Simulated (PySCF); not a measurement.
C2H4F2Si2, SMILES C(#C)[Si@@H]([SiH2]F)F. Coordinates come from a PBE-D3(BJ)/def2-SVP optimisation. The structure was generated by enumeration; whether it is a known compound was not checked. The values are those of a single conformer.

**Question.** Give the equilibrium geometry at PBE-D3(BJ)/def2-SVP (PySCF confirms it by a frequency run) as a Z-matrix. (An estimate is asked for; the answer gives what the named calculation found.)

**Answer.** Several could match; the one computed here: 
```
Si
F 1 1.6441
H 1 1.5026 2 107.80
C 1 1.8296 3 109.41 2 -119.07
C 4 1.2293 3 149.90 1 174.05
H 5 1.0829 3 159.03 1 176.14
Si 1 2.3554 3 111.46 2 119.96
F 7 1.6441 1 109.06 3 172.64
H 7 1.5038 8 108.49 1 -121.69
H 7 1.5049 9 109.52 8 118.49
```
